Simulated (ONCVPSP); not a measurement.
## In (Z = 49): one change to an ONCV potential, before and after

In (Z = 49), optimised norm-conserving Vanderbilt (ONCV), made with ONCVPSP 4.0.1 (PBE, scalar-relativistic). Core [Kr], reference 4d10 5s2 5p1. Waves: 5s: rc 2.20 bohr, ncon 4, nbas 9, qcut 3.2 1/bohr, 2 projectors, debl 1.1 Ha; 5p: rc 2.10 bohr, ncon 4, nbas 8, qcut 3.5 1/bohr, 2 projectors, debl 3.2 Ha; 4d: rc 1.25 bohr, ncon 5, nbas 9, qcut 10 1/bohr, 2 projectors, debl 0.6 Ha. Local part: polynomial inside 0.95 bohr (lpopt 5, dvloc0 0 Ha). Core correction: Teter function, fcfact 5.25, rcfact 1.55.

In the d channel the program set the typed energies aside and used -0.684, 0.250 Ha.

All-electron outer shells of the reference configuration (PBE, scalar-relativistic, ld1.x):

| shell | level (eV) | outermost node (bohr) | outermost maximum (bohr) |
| --- | --- | --- | --- |
| 4s | -119.66 | 0.41 | 0.77 |
| 4p | -78.13 | 0.42 | 0.82 |
| 4d | -18.62 | 0.40 | 0.94 |
| 5s | -8.21 | 1.02 | 2.16 |
| 5p | -2.52 | 1.14 | 2.85 |

Change: core correction Teter function, fcfact 2.7, rcfact 1.55.

Cutoffs: the cutoffs (Ha) at which the residual kinetic energy of the hardest occupied pseudo-wave falls to 1 and 0.1 mHa per electron; they do not see the model core or the augmentation charge, which bear on the density cutoff. Errors are all-electron minus pseudo energies relative to the spin-unpolarised reference configuration.

Task: How do hardness, ghosts and transferability respond?

Result: The potential gets neither clearly harder nor softer (40 Ha and 47 Ha → 40 Ha and 47 Ha); both files keep a bound ghost (p, s); of the 3 tests that both files solve, the error grows in 0 and shrinks in 3 by more than 15 % and 0.3 meV (median size 9.6 → 5.2 meV). A model core, the more so a compact one, raises the density cutoff, which this test does not measure.

| quantity | base | changed |
| --- | --- | --- |
| cutoff, loose | 40 Ha | 40 Ha |
| cutoff, tight | 47 Ha | 47 Ha |
| bound ghosts | s, p | s, p |
| GHOST(+) flags under 300 eV | none | none |
| tests with a reliable result | 3 of 4 | 3 of 4 |
| error for 4d10 5s2 5p0, meV [ΔE 5.36 eV] | -2.2 | -1.5 |
| error for 4d10 5s1 5p0, meV [ΔE 24.60 eV] | -27 | -11 |
| error for 4d10 5s1 5p1, meV [ΔE 11.96 eV] | -9.6 | -5.2 |
| s: phases at 2.23 bohr within 0.05 rad from the reference energy up to (Ha; the scan ends near 5) | 2.6 | 2.6 |
| p: phases at 2.14 bohr within 0.05 rad from the reference energy up to (Ha; the scan ends near 5) | 4.4 | 4.4 |
| d: phases at 1.27 bohr within 0.05 rad from the reference energy up to (Ha; the scan ends near 5) | to the end of the scan | to the end of the scan |
| rms error of d²Exc/dni dnj with the model core, mHa | 0.64 | 0.84 |

 A true bound ghost makes a file unfit for plane-wave use even where its test errors are small: the radial tests pick states by their node count and pass the ghost by.
